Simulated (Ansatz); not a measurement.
Coupled-cluster diagnostics for the cluster NbB7 (the lowest singlet isomer of a short search), Ansatz.

Geometry of the singlet (PBE-D4/def2-SVP):

```
atom   x (Å)   y (Å)   z (Å)
 Nb1   0.137  -1.319   0.484
  B2   0.292   0.033  -1.294
  B3  -1.041   0.860   0.403
  B4  -0.732  -1.214  -1.475
  B5   0.186   0.994   1.388
  B6  -1.496   0.001  -0.841
  B7   1.194   0.567  -0.095
  B8   1.460   0.078   1.430
```

In the def2 sets Nb takes a core potential; there is no spin–orbit coupling. Correlated methods freeze 7 core orbitals; core or outer-core shells of Nb are correlated, in sets that lack core-valence functions. The structure comes from a short search, and lower isomers may exist.

Geometry of the charge 0 triplet (PBE-D4/def2-SVP):

```xyz
8

Nb    1.169   -0.766    0.041
B    -0.717   -0.025    1.022
B    -0.247    1.130   -0.360
B     0.705    0.003    1.993
B    -0.220    0.250   -1.725
B     0.359    1.289    1.138
B    -1.016   -0.562   -0.458
B    -0.032   -1.319   -1.651
```

Geometry of the charge 0 quintet (PBE-D4/def2-SVP):

```xyz
8

Nb    0.456   -1.330   -0.509
B    -0.301    0.096    1.219
B     0.328    1.081   -0.162
B     1.033   -0.744    1.823
B    -0.501    0.812   -1.530
B     1.386    0.472    0.900
B    -1.206    0.212   -0.093
B    -1.195   -0.599   -1.650
```

(1) Estimate the CCSD(T) correlation energy, the shares of MP2 and (T), T1 and the reference's ⟨S²⟩ for: charge 0, singlet, own geometry in def2-SVP; charge 0, triplet, own geometry in def2-SVP; charge 0, quintet, own geometry in def2-SVP; charge 1, doublet, vertical in def2-SVP; and the rough time on 2 threads of AMD EPYC 7R13 on a shared host and a share (18 GiB) of an NVIDIA H100 80GB HBM3.

## Answers

(1) 
```tsv
state	basis	correlation (eV)	MP2 share (%)	(T) share (%)	T1	⟨S²⟩ (pure)	wall time	remarks
charge 0, singlet, own geometry	def2-SVP	-27.588	97.9	8.4	0.034	0.00 (0.00)	5.5 s	restricted SCF unstable
charge 0, triplet, own geometry	def2-SVP	-26.690	93.2	8.0	0.059	2.61 (2.00)	2.7 s	large T1, spin-contaminated
charge 0, quintet, own geometry	def2-SVP	-25.392	92.1	7.5	0.052	6.37 (6.00)	3.1 s	large T1, spin-contaminated
charge 1, doublet, vertical	def2-SVP	-26.181	91.6	8.2	0.073	1.68 (0.75)	6 s	large T1, spin-contaminated
```
Customary marks for T1 are 0.02 (closed shells), 0.045 (open shells) and about 0.05 (3d metals). T1 exceeds 0.02 in 4 of 4 rows and 0.045 in 3; the higher it lies, the less the single-reference result can be trusted.
